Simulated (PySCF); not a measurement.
Species: C₆H₇N₃.
Bonds: C1–C2 (triple), C2–C3, C3–N4 (aromatic), N4–N5 (aromatic), N5–N6 (aromatic), N6–C7, N6–C8 (aromatic), C8–C9, C3–C8 (aromatic). Hydrogens: H10 on C1; H11, H12, H13 on C7; H14, H15, H16 on C9.

Probes without a nucleus sit at each ring's centroid and 1 Å off its mean plane on both sides; NICS is minus the shielding there, NICSzz its component along the normal. Level: GIAO PBE0/pcSseg-1 (PySCF, non-relativistic, gas phase) on the GFN2-xTB geometry, one conformer.

Ring bond lengths (Å), with Mayer bond orders in brackets: C3–N4 1.356 (1.30), N4–N5 1.273 (1.51), N5–N6 1.334 (1.17), N6–C8 1.355 (1.07), C8–C3 1.391 (1.36).

Problem. What do the NICS probes read (ppm)?

Solution. 
| ring | type | NICS(0) | NICS(1), two faces | NICS(1)zz, two faces | rms pucker (Å) | centre to ring atoms, mean (Å) |
| --- | --- | --- | --- | --- | --- | --- |
| C3–N4–N5–N6–C8 | 5-membered ring with 3 N; formal bonds all aromatic | -12.5 | -12.6 / -12.6 | -30.2 / -30.2 | 0.00 | 1.14 |

Problem. What can be read from them?

Solution. 
- C3–N4–N5–N6–C8: mean NICS(1)zz -30.2 ppm, shielded, aromatic by this magnetic criterion (flat ring, no four-coordinate atom).

Problem. And the bond-length index? HOMA = 1 − mean of α(R − Ropt)² over the ring bonds, with Krygowski's 1993 parameters (CC: Ropt 1.388 Å, α 257.7 Å⁻²; CN: Ropt 1.334 Å, α 93.52 Å⁻²; NN: Ropt 1.309 Å, α 130.33 Å⁻²).

Solution. 
- C3–N4–N5–N6–C8: HOMA 0.93; the largest term is that of N4–N5, α(R − Ropt)² = 0.17. The geometric and the magnetic index point the same way.

Problem. Give the inner angles of the rings and the Hirshfeld charges of the ring atoms.

Solution. 
- C3–N4–N5–N6–C8: C3 107.8° (0.000 e), N4 109.2° (-0.135 e), N5 109.2° (-0.080 e), N6 110.2° (+0.042 e), C8 103.6° (+0.042 e); sum 540.0° against 540° for a flat convex ring.

Problem. What are the shieldings of the ring atoms and their hydrogens in the same run (means over atoms taken as equivalent)?

Solution. 
```tsv
atoms	environment	σ isotropic (ppm)
C3	substituted aromatic carbon	53.3
N4	pyridine-type nitrogen	-128.6
N5	pyridine-type nitrogen	-134.5
N6	pyrrole-type nitrogen	9.7
C8	substituted aromatic carbon	41.6
```
